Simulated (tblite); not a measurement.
**Question.** What does the GFN2-xTB structure of InChI=1S/C4H7ClO2Si/c5-4(3-6)1-2-7-8/h1-2H2,8H3 look like in three dimensions?

**Answer.** 
```
atom  x, y, z in Å
O1    -1.0341    2.4167   -0.7258
C2    -1.3810    1.3088   -0.6521
C3    -1.9080    0.1241   -0.5344
Cl4   -3.6599    0.0685   -0.5997
C5    -1.1667   -1.1775   -0.4393
C6     0.1915   -0.9193    0.2097
O7     0.7933    0.1585   -0.4398
Si8    2.2347    0.8620   -0.1592
H9    -1.7423   -1.8855    0.1575
H10   -1.0234   -1.6002   -1.4385
H11    0.8260   -1.8101    0.1321
H12    0.0603   -0.6799    1.2723
H13    2.2934    1.3962    1.2037
H14    2.2002    1.8666   -1.2042
H15    3.3117   -0.1212   -0.3096
```

Orientation and origin are arbitrary. Atoms count from 1 in this order. Of the pairs four or more bonds apart, C2···O7 is among the closest relative to their van der Waals radii: 2.47 Å, 77 % of the sum of Bondi's values. The C–C distances run from 1.302 Å (C2=C3, drawn double) to 1.527 Å (C5–C6, drawn single), a spread of 0.225 Å. The 2 C–O bonds span 1.163 Å (O1=C2, drawn double) to 1.395 Å (C6–O7, drawn single), a spread of 0.232 Å. Si8 (oxygen-bound silicon) is distorted tetrahedral (angles from 98.9° to 114.8°).

Bonds between heavy atoms (Å): O1=C2 1.163, C2=C3 1.302, C3–Cl4 1.754, C3–C5 1.501, C5–C6 1.527, C6–O7 1.395, O7–Si8 1.628.

Structure optimised with GFN2-xTB, isolated species.

Point group: C1 (no symmetry element, even within 0.4 Å). Its GFN2-xTB frequencies are all real (lowest 24 cm⁻¹). One conformer, not necessarily the lowest (C2–C3–C5–C6 29°, C3–C5–C6–O7 -49°, C5–C6–O7–Si8 180°). 2 starts were optimised and ended at 0.00 and 0.50 kcal/mol (GFN2-xTB); the lowest of these is shown.

All values are computed, not measured.
